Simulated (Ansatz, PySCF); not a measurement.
H8Si3, SMILES [SiH3][SiH2][SiH3] (connectivity only; charge and spin as stated), charge -1, multiplicity 2. Atoms are numbered in the order given.

```xyz
11

Si    -0.0009    -0.2600     2.3655
Si     0.0033     0.4952     0.0000
Si    -0.0009    -0.2600    -2.3655
H      0.0022     0.5297     3.6836
H     -1.1928    -1.1705     2.5439
H      1.1817    -1.1822     2.5457
H      1.1918     1.4346     0.0000
H     -1.1744     1.4482     0.0000
H     -1.1928    -1.1705    -2.5439
H      1.1817    -1.1822    -2.5457
H      0.0022     0.5297    -3.6836
```
Charge -1, spin multiplicity 2.

The structure is a stationary point at B3LYP-D3(BJ)/def2-SVPD. The multiplicity is an assumed one; no other spin state was optimised.

Two levels are set side by side: PBE-D3(BJ)/def2-SVPD (Ansatz, a program for electronic structure) and B3LYP-D3(BJ)/def2-SVPD (Ansatz). Each level has its own optimised geometry; the coordinates shown are those of the second. Frequencies come from the Hessian of PySCF at each geometry. Differences are taken from unrounded values.

```tsv
quantity	B3LYP-D3(BJ)
mean bond length (Å)	1.711
bond Si1–Si2 (Å)	2.483
bond Si2–Si3 (Å)	2.483
bond Si1–H4 (Å)	1.537
bond Si1–H5 (Å)	1.510
bond Si1–H6 (Å)	1.510
bond Si2–H7 (Å)	1.515
bond Si2–H8 (Å)	1.515
bond Si3–H9 (Å)	1.510
bond Si3–H10 (Å)	1.510
bond Si3–H11 (Å)	1.537
highest harmonic wavenumber (cm⁻¹)	2099
mean harmonic wavenumber (cm⁻¹)	995
zero-point energy (kcal/mol)	38.40
```

Q: What does PBE-D3(BJ) give, and how far is it from B3LYP-D3(BJ)? (Estimate from the structure and the level; the computed values follow.)

A: 
```
quantity                            PBE-D3(BJ)  PBE-D3(BJ) minus B3LYP-D3(BJ)
----------------------------------  ----------  -----------------------------
mean bond length (Å)                     1.718                          0.007
bond Si1–Si2 (Å)                         2.468                         -0.015
bond Si2–Si3 (Å)                         2.468                         -0.015
bond Si1–H4 (Å)                          1.552                          0.015
bond Si1–H5 (Å)                          1.523                          0.012
bond Si1–H6 (Å)                          1.523                          0.012
bond Si2–H7 (Å)                          1.527                          0.012
bond Si2–H8 (Å)                          1.527                          0.012
bond Si3–H9 (Å)                          1.523                          0.012
bond Si3–H10 (Å)                         1.523                          0.012
bond Si3–H11 (Å)                         1.552                          0.015
highest harmonic wavenumber (cm⁻¹)        2057                            -42
mean harmonic wavenumber (cm⁻¹)            966                            -29
zero-point energy (kcal/mol)             37.27                          -1.12
```

Exact exchange shortens and stiffens bonds; PBE has none. Differences between two approximate levels are no errors against the true value.
